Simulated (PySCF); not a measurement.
`C[Si@H](OC=O)C(C)(C)C`: 4 charge schemes on one density

C6H14O2Si.
Geometry (GFN2-xTB, Å), atoms numbered from 1 in this order:
```
atom  x, y, z in Å
C1     1.674    1.679    0.071
Si2    0.871    0.024    0.530
O3     1.535   -1.198   -0.424
C4     2.800   -1.515   -0.362
O5     3.608   -1.024    0.367
C6    -0.986   -0.077    0.075
C7    -1.738    1.029    0.813
C8    -1.563   -1.431    0.495
C9    -1.198    0.101   -1.430
H10    1.288    2.493    0.675
H11    1.504    1.930   -0.974
H12    2.748    1.632    0.227
H13    1.097   -0.340    1.930
H14    3.043   -2.317   -1.083
H15   -1.375    2.009    0.516
H16   -2.804    0.978    0.591
H17   -1.610    0.932    1.888
H18   -1.047   -2.243   -0.013
H19   -1.463   -1.579    1.568
H20   -2.622   -1.487    0.242
H21   -0.661   -0.665   -1.986
H22   -2.257    0.019   -1.673
H23   -0.850    1.077   -1.762
```

Density: PBE0/pcSseg-1 (PySCF); schemes: Mulliken, IAO, Hirshfeld and ESP-fitted. Geometry: GFN2-xTB, one conformer, isolated molecule.

**Question.** Give the atomic charges in each scheme.

**Answer.** In e:

| atom | environment | Mulliken | IAO | Hirshfeld | ESP-fitted |
| --- | --- | --- | --- | --- | --- |
| C1 | Si-methyl carbon | -0.654 | -0.732 | -0.215 | -0.747 |
| Si2 | oxygen-bound silicon | +0.989 | +1.090 | +0.427 | +0.846 |
| O3 | oxygen singly bound to a carbonyl carbon | -0.573 | -0.568 | -0.175 | -0.532 |
| C4 | carbonyl carbon | +0.437 | +0.413 | +0.181 | +0.627 |
| O5 | carbonyl oxygen | -0.406 | -0.451 | -0.249 | -0.523 |
| C6 | sp3 carbon bound to silicon | -0.769 | -0.210 | -0.059 | +0.346 |
| C7 | methyl carbon | -0.182 | -0.414 | -0.120 | -0.551 |
| C8 | methyl carbon | -0.173 | -0.413 | -0.121 | -0.444 |
| C9 | methyl carbon | -0.180 | -0.413 | -0.121 | -0.460 |
| H10 | methyl hydrogen | +0.143 | +0.161 | +0.046 | +0.158 |
| H11 | methyl hydrogen | +0.144 | +0.156 | +0.043 | +0.182 |
| H12 | methyl hydrogen | +0.164 | +0.175 | +0.044 | +0.212 |
| H13 | Si–H hydrogen | -0.064 | -0.135 | -0.078 | -0.162 |
| H14 | formyl hydrogen | +0.101 | +0.123 | +0.057 | +0.020 |
| H15 | methyl hydrogen | +0.114 | +0.133 | +0.037 | +0.130 |
| H16 | methyl hydrogen | +0.112 | +0.137 | +0.041 | +0.149 |
| H17 | methyl hydrogen | +0.115 | +0.134 | +0.038 | +0.110 |
| H18 | methyl hydrogen | +0.121 | +0.140 | +0.036 | +0.096 |
| H19 | methyl hydrogen | +0.113 | +0.135 | +0.038 | +0.091 |
| H20 | methyl hydrogen | +0.108 | +0.134 | +0.039 | +0.126 |
| H21 | methyl hydrogen | +0.122 | +0.141 | +0.035 | +0.104 |
| H22 | methyl hydrogen | +0.108 | +0.134 | +0.039 | +0.121 |
| H23 | methyl hydrogen | +0.110 | +0.131 | +0.037 | +0.102 |

Mean size of the charges over all atoms: ESP-fitted 0.297 e, IAO 0.290 e, Mulliken 0.261 e, Hirshfeld 0.099 e. Each set sums to the total charge, 0, to within 0.001 e. The IAO scheme projects the occupied orbitals on a minimal set of polarised atomic orbitals and counts the electrons in each atom's part of it.

Lowest charge. The schemes don't all agree: Mulliken C6 (-0.769); IAO C1 (-0.732); Hirshfeld O5 (-0.249); ESP-fitted C1 (-0.747).

Highest charge. All schemes agree: Mulliken Si2 (+0.989); IAO Si2 (+1.090); Hirshfeld Si2 (+0.427); ESP-fitted Si2 (+0.846).

**Question.** Sum the charges by element, for elements with more than one atom.

**Answer.** 
| element | atoms | Mulliken | IAO | Hirshfeld | ESP-fitted |
| --- | --- | --- | --- | --- | --- |
| C | 6 | -1.521 | -1.770 | -0.454 | -1.229 |
| O | 2 | -0.979 | -1.019 | -0.425 | -1.055 |
| H | 14 | +1.511 | +1.698 | +0.452 | +1.438 |

**Question.** How many electrons does the Hirshfeld scheme count on C9?

**Answer.** Z − q = 6 − (-0.121) = 6.121.

**Question.** How closely do the schemes follow one another over all atoms?

**Answer.** Correlation coefficient and root-mean-square difference: IAO with Hirshfeld 0.98, 0.244 e; IAO with ESP-fitted 0.93, 0.142 e; Mulliken with IAO 0.92, 0.149 e; Hirshfeld with ESP-fitted 0.92, 0.260 e; Mulliken with Hirshfeld 0.91, 0.243 e; Mulliken with ESP-fitted 0.74, 0.267 e.
